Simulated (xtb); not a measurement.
B(CF3)(H)(OH) (CH2BF3O), SMILES FC(F)(BO)F. All values are semi-empirical tight-binding results from xtb (GFN2-xTB unless named), good for trends rather than for accurate numbers. Geometry: GFN2-xTB. This is a generated structure with no PubChem entry under its InChIKey; it may be hypothetical. The values are those of a single conformer.

- point group as xtb finds it = Cs
- orbital gap = 5.13 eV
- dipole moment = 3.02 D
- zero-point energy = 24.9 kcal/mol
- G − E(el) at 298.15 K (modified RRHO) = 5.9 kcal/mol
- static polarisability (D4 model) = 36.4 bohr³
- solvation energy, GFN2-xTB/ALPB(water) = -6.4 kcal/mol
- solvation energy, GFN2-xTB/ALPB(chcl3) = -3.8 kcal/mol

Computed IR lines (harmonic; lines under 4 % of the strongest left out, lines within 3 cm⁻¹ merged):
ν (cm⁻¹): 231 (w), 363 (w), 451 (w), 577 (w), 694 (s), 718 (w), 858 (w), 938 (w), 1017 (vs), 1031 (vs), 1058 (vs), 1154 (w), 1408 (s), 2700 (m), 3512 (w) (against the strongest line: vs over 80 %, s over 45 %, m over 15 %, w over 4 %, vw less)
